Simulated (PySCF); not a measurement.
# Working out the ionisation energy of Cd

Cd [Kr] 4d10 5s2 (1S) → Cd⁺ [Kr] 4d10 5s1 (2S). All numbers are calculated (PySCF 2.14, scalar relativity by spin-free X2C-1e, in ANO-RCC-VTZP). Frozen: [Kr]. Energies in hartree (1 hartree = 27.21139 eV):

| part | Cd (lower) | Cd⁺ (upper) |
| --- | --- | --- |
| UHF | -5591.143217 | -5590.873624 |
| CCSD correlation | -0.356706 | -0.304892 |
| (T) | -0.014035 | -0.009554 |

Problem. What does Hartree-Fock give?

Solution. (-5590.873624) − (-5591.143217) = 0.269593 hartree = 7.336 eV.

Problem. What do CCSD and CCSD(T) give?

Solution. The CCSD correlation energies differ by 0.051814 hartree = 1.410 eV and the triples by 0.004481 hartree = 0.122 eV, so CCSD gives 8.746 eV and CCSD(T) 8.868 eV.

Measured between the centres of the two terms (NIST): 8.994 eV, so CCSD(T) (valence) is off by -0.126 eV.

What remains against the reference includes basis incompleteness, the frozen core and higher excitations.
